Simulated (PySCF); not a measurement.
Work out the structure from these simulated measurements.

Elements present: C, H, N and Si. Monoisotopic mass: 151.0125 u.

| Quantity | Value |
| --- | --- |
| Rotational structure | rotational constants A, B, C: 1.454, 1.081, 0.793 GHz [GFN2-xTB] |
| 13C NMR | chemical shifts (computed TMS as zero) by class: 39.3 (1 C) ppm [GIAO PBE0/pcSseg-1] |
| UV, strongest line | among the 8 lowest singlet transitions: S5 at 6.54 eV (190 nm, f = 0.061) [TDDFT CAM-B3LYP/def2-SVPD] |
| Polarisability | 127.0 au [CAM-B3LYP/def2-SVPD] |
| Triplet | lowest triplet excitation (Tamm–Dancoff): 4.76 eV [TDA CAM-B3LYP/def2-SVPD] |
| 1H NMR | chemical shifts (computed TMS as zero) by class: 5.18 (2 H), 4.67 (3 H), 3.88 (3 H), 3.47 (3 H), 2.96 (2 H) ppm [GIAO PBE0/pcSseg-1] |
| NMR, other nuclei | isotropic shieldings of nuclei other than C and H, by class: 273 (1 N), 383 (1 Si), 398 (1 Si), 432 (1 Si), 470 (1 Si) ppm [GIAO PBE0/pcSseg-1] |
| Dipole | 0.73 D [CAM-B3LYP/def2-SVPD] |
| UV, first state | lowest singlet excitation: 5.10 eV (243 nm, f = 0.005) [TDDFT CAM-B3LYP/def2-SVPD] |

Electronic properties: PySCF, gas phase, density fitting. Levels stand in brackets. Geometry: GFN2-xTB, one conformer, isolated molecule. Each NMR value is the plain mean over a class of atoms that symmetry, rotation or inversion makes alike.

Q: Which formula fits the mass and the elements?

A: CH13NSi4 (calculated 151.0125). No other formula that holds each of these elements comes within 0.0003 u with a fitting electron parity and a possible valence count.

Q: Propose a structure and show how it fits.

A: Numbering: `[SiH3:1][CH2:2][N:3]([SiH3:4])[SiH2:5][SiH3:6]`. Its formula, CH13NSi4, gives 0 degrees of unsaturation, so no ring and no π bond. The one carbon: sp3 carbon bound to nitrogen [C2] (39.3 ppm). Hydrogen classes from least to most shielded: 2 H on an SiH2 silicon, Si5 (5.18 ppm), 3 H on an SiH3 silicon, Si4 (4.67 ppm), 3 H on an SiH3 silicon, Si1 (3.88 ppm), 3 H on an SiH3 silicon, Si6 (3.47 ppm), 2 H on an sp3 carbon bound to nitrogen, C2 (2.96 ppm). The other shieldings belong to: 273 ppm, nitrogen bridging silicon atoms [N3]; 383 ppm, SiH2 silicon [Si5]; 398 ppm, SiH3 silicon [Si4]; 432 ppm, SiH3 silicon [Si1]; 470 ppm, SiH3 silicon [Si6]. The optimised geometry has point group C1 and is an asymmetric top. Structure: `[SiH3]CN([SiH3])[SiH2][SiH3]`. Computed isomers that give other values at the same levels: `[SiH3]C[SiH2][SiH2]N[SiH3]` (13C chemical shifts (computed TMS as zero) by class: -14.3 (1 C) ppm); `C[SiH2]N([SiH3])[SiH2][SiH3]` (13C chemical shifts (computed TMS as zero) by class: -1.5 (1 C) ppm); `[SiH3]C[SiH2]N([SiH3])[SiH3]` (13C chemical shifts (computed TMS as zero) by class: -9.6 (1 C) ppm). The assignments are read from this structure; whether some other isomer fits the data as well wasn't checked.

Conformer computed: `[SiH3:1][CH2:2][N:3]([SiH3:4])[SiH2:5][SiH3:6]`: Si1–C2–N3–Si4 89°, C2–N3–Si5–Si6 96°.
